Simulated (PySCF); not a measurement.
# Spin states of RbP

Unrestricted PBE0; PySCF, scalar-relativistic core potentials, basis sets Rb def2-SVPD with ECP28, P def2-SVPD. Outer shells of the fragments: Rb 5s1; P 3s2 3p3.

Followed along the bond (rough minima from three points):

| 2Ms+1 | unpaired | ⟨S²⟩ at the start | R at minimum (Å) | Te (eV) |
| --- | --- | --- | --- | --- |
| 3 | π ↑↑ | 2.03 | 3.20 | 0.00 |
| 1 | π ↑↓ | 1.01 | 3.19 | 0.34 |
| 3 | σ ↑, π ↑ | 2.01 | 3.00 | 0.37 |
| 1 | σ ↓, π ↑ | 1.01 | 3.00 | 0.68 |
| 1 | none | 0.00 | 3.17 | 1.46 |

Solutions found at the starting distance of 3.125 Å, counted from the lowest of them; the search is not exhaustive and high or unbound solutions are not listed, so other states can lie among these:

```
2Ms+1        unpaired   term  E (eV)  ⟨S²⟩  ⟨Lz²⟩   μ (D)
    3            π ↑↑    ³Σ⁻    0.00  2.03   0.00   -8.72
    1            π ↑↓  mixed    0.34  1.01   2.02   -9.05
    3        σ ↑, π ↑     ³Π    0.39  2.01   1.01  -10.70
    1        σ ↓, π ↑  mixed    0.70  1.01   1.02  -10.62
    1            none  mixed    1.46  0.00   2.00   -9.16
    5      σ ↑↑, π ↑↑    ⁵Σ⁻    1.53  6.00   0.00    2.62
    3      σ ↑↑, π ↑↓  mixed    2.26  3.02   2.02    2.79
    1      σ ↓↓, π ↑↑  mixed    2.27  2.02   0.00    2.98
    5      σ ↑, π ↑↑↑     ⁵Π    2.73  6.00   1.00    2.60
    3        σ ↑, π ↑     ³Π    3.35  2.00   1.01    2.46
    1        σ ↓, π ↑  mixed    3.38  1.00   1.01    2.73
    3      σ ↑, π ↑↑↓  mixed    3.44  3.02   3.02    2.65
    3            σ ↑↑  mixed    3.51  2.00   2.01    2.74
    5  σ ↑, π ↑↑, δ ↑     ⁵Δ    3.53  6.00   4.00    0.47
```

A term symbol is given only where ⟨S²⟩ and ⟨Lz²⟩ are close to those of a pure state; real π, δ and φ orbitals otherwise mix terms. A positive dipole means Rb(−)P(+).

Spin–orbit coupling is left out. Counting both spins, an empty level lies below a filled one in some of these solutions, because spin and occupation are held.
